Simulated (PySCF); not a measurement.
A structure optimised at B3LYP-D3(BJ)/def2-SVP, used in a PySCF frequency run:

```
Ge
F 1 1.7512
S 1 2.2192 2 108.06
H 3 1.3552 1 93.08 2 -51.20
S 1 2.2193 2 107.98 4 -96.63
H 5 1.3551 1 93.07 2 -50.30
S 1 2.2194 2 107.94 6 -96.97
H 7 1.3552 1 93.06 2 -50.31
```
Charge 0, spin multiplicity 1.

Problem. Write its SMILES and formula.

Solution. [F][Ge]([SH])([SH])[SH], FGeH₃S₃

Problem. What are its rotational constants (standard atomic weights)?

Solution. 1.5656, 1.5639, 1.1234 GHz
